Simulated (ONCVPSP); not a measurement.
**hydrogen: variants of one ONCV potential**

Base potential:

ONCVPSP 4.0.1 input, shortened (lines: element, Z, core and valence counts, functional; n l f; lmax; l rc ep ncon nbas qcut; lloc lpopt rc5 dvloc0; l nproj debl; icmod fcfact rcfact), PBE, scalar-relativistic:

```
  H 1.00    0    1        4      upf
    1    0    1.00
    0
    0    0.75    0.00    3    8    8.60
    4    3    0.70    6.00
    0    2    0.80
    0    0.00    0.00
```

Cutoffs, loose and tight: the cutoffs (Ha) at which the residual kinetic energy of the hardest occupied pseudo-wave falls to 1 and 0.1 mHa per electron. They do not see the model core or the augmentation charge, which bear on the density cutoff. Test errors are all-electron minus pseudo excitation energies from the reference, over the configurations 1s0.5. A dash means not determined; rows that change the core or the reference have their own tests.

```tsv
change	outcome	cutoff, loose	cutoff, tight	bound ghosts	GHOST(+) flags above zero
base	generated	23 Ha	35 Ha	none	none
s: rc 0.54; local potential polynomial inside 0.54 bohr (lpopt 3, dvloc0 6 Ha)	generated	30 Ha	114 Ha	none	none
s: rc 0.6; local potential polynomial inside 0.60 bohr (lpopt 3, dvloc0 6 Ha)	generated	27 Ha	79 Ha	none	none
s: rc 0.66; local potential polynomial inside 0.66 bohr (lpopt 3, dvloc0 6 Ha)	generated	25 Ha	43 Ha	none	none
s: rc 0.74	generated	23 Ha	35 Ha	none	none
s: rc 0.82	generated	21 Ha	32 Ha	none	none
s: rc 0.86	generated	20 Ha	30 Ha	none	none
s: rc 0.96	generated	19 Ha	28 Ha	none	none
s: rc 1.02	generated	18 Ha	26 Ha	none	none
```

Q: What comes out with this change to the base: s: rc 1.1?

A: outcome: generated; cutoff, loose: 17 Ha; cutoff, tight: 25 Ha; bound ghosts: none; GHOST(+) flags above zero: none.

Reading the sweep of the s radius (base included, trends over the rows without a ghost): The loose cutoff falls from 30 Ha at 0.54 to 17 Ha at 1.1 bohr. A larger radius leaves more room for a smooth pseudo-wave, so fewer plane waves are needed; a smaller one forces it to follow the all-electron wave where it bends sharply.
